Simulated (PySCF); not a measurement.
PBE0 on Ge (germanium, neutral), [Ar] 3d10 4s1 4p2 4d1, one real determinant (an excited configuration). All numbers are calculated (PySCF 2.14, scalar relativity by spin-free X2C-1e, in aug-cc-pVDZ-DK).

```
cycle= 1 E= -2097.88361015888  delta_E= -0.00537  |g|= 0.0366  |ddm|= 0.54
cycle= 2 E= -2097.88545493158  delta_E= -0.00184  |g|= 0.0207  |ddm|= 0.676
cycle= 3 E= -2097.88404412763  delta_E= 0.00141  |g|= 0.00997  |ddm|= 0.681
cycle= 4 E= -2097.88300030432  delta_E= 0.00104  |g|= 0.00053  |ddm|= 0.285
cycle= 5 E= -2097.88299990284  delta_E= 4.01e-07  |g|= 0.000116  |ddm|= 0.00874
cycle= 6 E= -2097.88299990644  delta_E= -3.6e-09  |g|= 1.68e-05  |ddm|= 0.000419
cycle= 7 E= -2097.88299990554  delta_E= 8.99e-10  |g|= 5.65e-07  |ddm|= 0.000326
converged SCF energy = -2097.88299990554  <S^2> = 6.0007936  2S+1 = 5.0003174
```

Highest occupied orbital energy: 0.349 eV; ⟨L²⟩ = 7.97; populations by l: s 7.00, p 14.00, d 11.00.

Question: Can this result be used?

Answer: Not for this state. Self-consistency was reached. ⟨L²⟩ = 7.97 against 12 for a pure F term, so this real determinant mixes terms. The outer electron is Rydberg-like, and this basis confines it to a smaller radius and binds it less than a complete one would. At PBE0 the highest occupied level has a positive energy, so only the finite basis holds that electron; for this excited configuration the basis is too tight for the outer shell.
